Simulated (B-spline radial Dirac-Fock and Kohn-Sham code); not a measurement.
# Elastic and transport cross sections of erbium for electrons

Method: relativistic (Dirac) partial waves in the static field of the Dirac-Fock atom with Furness-McCarthy exchange, without polarisation or absorption potentials. Computed with a radial B-spline solver. σ_tr1 and σ_tr2 weight the cross section with 1 − P₁ and 1 − P₂ of cos θ; "backward" is the share scattered beyond 90°.

```
energy (eV)  σ (a₀²)  σ_tr1 (a₀²)  σ_tr2 (a₀²)  σ/σ_tr1  backward (%)
       2410     6.70        0.926        0.980     7.23           5.4
       3000     5.96        0.705        0.811     8.46           4.4
       3200     5.76        0.649        0.765     8.87           4.1
       3240     5.72        0.638        0.757     8.96           4.1
       4000     5.10        0.484        0.620     10.5           3.3
       4060     5.06        0.475        0.611     10.7           3.3
       4400     4.84        0.426        0.564     11.3           3.0
       5000        ?            ?            ?        ?             ?
       8290     3.38        0.176        0.281     19.2           1.6
       8970     3.23        0.157        0.256     20.5           1.5
       9540     3.11        0.144        0.238     21.7           1.4
       9690     3.09        0.141        0.233     22.0           1.3
      10000     3.03        0.134        0.225     22.6           1.3
      10200     2.99        0.130        0.219     23.0           1.3
      13600     2.52       0.0853        0.153     29.5          0.89
      15000     2.38       0.0737        0.134     32.2          0.79
      15700     2.31       0.0689        0.127     33.6          0.75
      20000     1.99       0.0478       0.0917     41.6          0.56
      24000     1.78       0.0362       0.0715     49.1          0.44
      30000     1.54       0.0257       0.0524     60.0          0.33
      30100     1.54       0.0256       0.0522     60.2          0.33
```

Q: Fill in the row for 5 keV.

A: σ = 4.51 a₀², σ_tr1 = 0.358 a₀², σ_tr2 = 0.494 a₀², σ/σ_tr1 = 12.6, backward 2.7 %. The ratio σ/σ_tr1 is roughly the number of elastic collisions that randomise the direction.
